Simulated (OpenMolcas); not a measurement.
# A ladder of methods for GaGeH5 (SMILES [GaH2][GeH3])

GaGeH5: 7 atoms, total charge 0, spin state singlet. SMILES: `[GaH2][GeH3]`. The coordinates come from a PBE0-D4/def2-TZVP relaxation.

Each level gives the dipole moment (D). The values are calculated.

```json
{"level": "HF/def2-SVPD", "kind": "Hartree–Fock", "program": "OpenMolcas", "value (D)": "0.34", "CPU time": "20 s"}
{"level": "BLYP/def2-SVPD", "kind": "GGA", "program": "OpenMolcas", "value (D)": "0.26", "CPU time": "46 s"}
{"level": "PBE/def2-SVPD", "kind": "GGA", "program": "OpenMolcas", "value (D)": "0.24", "CPU time": "44 s"}
{"level": "revPBE/def2-SVPD", "kind": "GGA", "program": "OpenMolcas", "value (D)": "0.25", "CPU time": "43 s"}
{"level": "M06-L/def2-SVPD", "kind": "meta-GGA", "program": "OpenMolcas", "value (D)": "0.25", "CPU time": "62 s"}
{"level": "TPSS/def2-SVPD", "kind": "meta-GGA", "program": "OpenMolcas", "value (D)": "0.26", "CPU time": "64 s"}
{"level": "B3LYP/def2-SVPD", "kind": "global hybrid", "program": "OpenMolcas", "value (D)": "0.28", "CPU time": "48 s"}
{"level": "M06-2X/def2-SVPD", "kind": "hybrid meta-GGA", "program": "OpenMolcas", "value (D)": "0.30", "CPU time": "58 s"}
```

All-electron rows without a relativistic Hamiltonian named are non-relativistic. The values span 0.24 to 0.34 D. Magnitudes only. CPU times are rough (shared hosts, several kinds of processor): they show what a rung costs within a factor of a few.
